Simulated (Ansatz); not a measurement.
Basis sets compared for Na₂Li₃⁺. The state is a singlet with charge 1. Geometry B3LYP/def2-TZVP. Ansatz on 4 threads of Arm Neoverse V2 on a shared host; times are rough, and most runs start from earlier orbitals.

```xyz
5

Li   -1.4670    0.3866   -0.5155
Li    1.1064   -0.4889   -1.0394
Li    0.3543    0.1024    1.5534
Na    0.8655    2.8331   -0.3853
Na   -0.8592   -2.8332    0.3868
```

The structure comes from a short search, and lower isomers may exist.

| level | functions | energy (Eh) | HOMO (eV) | LUMO (eV) | wall time |
| --- | --- | --- | --- | --- | --- |
| PBE/def2-SVP | 57 | -346.5377 | -6.44 | -5.55 | 0.5 s |
| PBE0/def2-SVP | 57 | -346.5811 | -6.89 | -4.97 | 0.55 s |

Estimate the rows for PBE/def2-TZVP, PBE0/def2-TZVP.


```json
{"level": "PBE/def2-TZVP", "functions": "106", "energy (Eh)": "-346.6741", "HOMO (eV)": "-6.48", "LUMO (eV)": "-5.64", "wall time": "0.75 s"}
{"level": "PBE0/def2-TZVP", "functions": "106", "energy (Eh)": "-346.7155", "HOMO (eV)": "-6.93", "LUMO (eV)": "-5.06", "wall time": "1.1 s"}
```
